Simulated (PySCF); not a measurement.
BBr at RHF-SCS-MP2

Computed with RHF-SCS-MP2; PySCF, spin-free X2C with a Gaussian nucleus, basis sets B jorge-DZP-DKH, Br jorge-DZP-DKH.

```
state                          : ¹Σ⁺ (singlet), closed shell
bond length                    : 1.855 Å
harmonic wavenumber            : 740 cm⁻¹
force constant                 : 3.12 mdyn/Å
rotational constant Be         : 0.5071 cm⁻¹
anharmonicity ωexe             : 4.45 cm⁻¹
vibration–rotation constant αe : 0.00444 cm⁻¹
well depth De to B + Br        : 94.8 kcal/mol
dissociation energy D0         : 93.8 kcal/mol
```

Correlated steps freeze 10 core orbitals. Correlated levels converge slowly with the basis: in double zeta they bind strong bonds too weakly, by up to about 1 eV, and carry superposition errors of some tenths. Where the molecule has an RHF reference, its open-shell atoms are computed with UHF.
